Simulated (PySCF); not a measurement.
# Multinuclear NMR of C9H9N3

Molfile (atoms numbered from 1):
```
C9H9N3
     RDKit          3D

 21 22  0  0  0  0  0  0  0  0999 V2000
   -2.2218   -1.1740   -0.1878 C   0  0  0  0  0  0  0  0  0  0  0  0
   -2.0011    0.2382   -0.0603 N   0  0  0  0  0  0  0  0  0  0  0  0
   -2.9549    1.2036    0.0504 C   0  0  0  0  0  0  0  0  0  0  0  0
   -2.4137    2.3692    0.2322 N   0  0  0  0  0  0  0  0  0  0  0  0
   -1.0872    2.2030    0.2542 N   0  0  0  0  0  0  0  0  0  0  0  0
   -0.8240    0.9328    0.0747 C   0  0  0  0  0  0  0  0  0  0  0  0
    0.5169    0.3721    0.0413 C   0  0  0  0  0  0  0  0  0  0  0  0
    0.8712   -0.6660   -0.8171 C   0  0  0  0  0  0  0  0  0  0  0  0
    2.1648   -1.1567   -0.8147 C   0  0  0  0  0  0  0  0  0  0  0  0
    3.1148   -0.6176    0.0359 C   0  0  0  0  0  0  0  0  0  0  0  0
    2.7733    0.4308    0.8758 C   0  0  0  0  0  0  0  0  0  0  0  0
    1.4843    0.9263    0.8789 C   0  0  0  0  0  0  0  0  0  0  0  0
   -2.2794   -1.4694   -1.2389 H   0  0  0  0  0  0  0  0  0  0  0  0
   -3.1624   -1.4352    0.2985 H   0  0  0  0  0  0  0  0  0  0  0  0
   -1.4074   -1.7171    0.2921 H   0  0  0  0  0  0  0  0  0  0  0  0
   -4.0061    1.0077   -0.0055 H   0  0  0  0  0  0  0  0  0  0  0  0
    0.1511   -1.0711   -1.5124 H   0  0  0  0  0  0  0  0  0  0  0  0
    2.4318   -1.9616   -1.4842 H   0  0  0  0  0  0  0  0  0  0  0  0
    4.1223   -1.0064    0.0367 H   0  0  0  0  0  0  0  0  0  0  0  0
    3.5166    0.8619    1.5298 H   0  0  0  0  0  0  0  0  0  0  0  0
    1.2021    1.7465    1.5198 H   0  0  0  0  0  0  0  0  0  0  0  0
  1  2  1  0
  2  3  1  0
  3  4  2  0
  4  5  1  0
  5  6  2  0
  6  7  1  0
  7  8  2  0
  8  9  1  0
  9 10  2  0
 10 11  1  0
 11 12  2  0
  6  2  1  0
 12  7  1  0
  1 13  1  0
  1 14  1  0
  1 15  1  0
  3 16  1  0
  8 17  1  0
  9 18  1  0
 10 19  1  0
 11 20  1  0
 12 21  1  0
M  END
```

- shieldings: GIAO PBE0/pcSseg-1
- geometry: GFN2-xTB
- code: PySCF 2.14
- one conformer, in vacuum, no relativistic terms, fast rotation and ring inversion assumed for equivalent nuclei

Predict the 15N NMR data.

Results:


| atoms | environment | σ (ppm) | δ (ppm) |
| --- | --- | --- | --- |
| N4 | pyridine-type nitrogen of an azole | -99.8 | -56.1 |
| N5 | pyridine-type nitrogen of an azole | -99.6 | -56.3 |
| N2 | pyrrole-type ring nitrogen | 83.1 | -224.7 |

Shieldings were converted by a linear fit to measured shifts: 15N: δ = -148.07 − 0.921σ (rms 6.3 ppm, 71 shifts vs CH3NO2, solution or neat liquid). A few per cent of atoms miss by over 2 rms, more outside the fitted compound classes.

On a 400 MHz spectrometer 15N resonates near 40.5 MHz, so 1 ppm is 40.5 Hz.
